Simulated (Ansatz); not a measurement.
Wavefunction ladder for `O[Si]1(F)O[SiH2]1`

```xyz
8

O    -1.7751    0.9999    0.0171
Si   -0.2764    0.5112    0.3937
F     0.1839    1.3549    1.6615
O    -0.0931   -1.1205    0.5612
Si    1.0146   -0.8417   -0.7242
H    -2.1252    1.7695    0.4704
H     2.4253   -1.1557   -0.3871
H     0.6461   -1.5175   -1.9926
```

Total charge 0; spin multiplicity 1. The geometry is a stationary point of PBE0-D4/def2-TZVP. It is one conformer, not always the lowest. Frozen core, restricted reference, the Gaussian-basis code of Ansatz. CBS rows extrapolate triple and quadruple zeta; past MP2 they add the triple-zeta difference.

```csv
basis,HF (Eh),MP2 corr.,CCSD corr.,(T),CCSD(T) total
def2-SVP,-828.51256,-0.73673,?,?,?
def2-TZVPP,-829.06732,-0.95064,-0.97079,?,?
def2-QZVPP,-829.09848,-1.03268,–,–,–
CBS(def2),-829.10278,?,-1.11360,as TZ,?
```

Fill in the withheld values. (Best estimate.)

The calculation gave: def2-SVP CCSD corr.: -0.76419; def2-SVP (T): -0.01793; def2-SVP CCSD(T) total: -829.29468; def2-TZVPP (T): -0.03523; def2-TZVPP CCSD(T) total: -830.07334; CBS(def2) MP2 corr.: -1.09345; CBS(def2) CCSD(T) total: -830.25161.
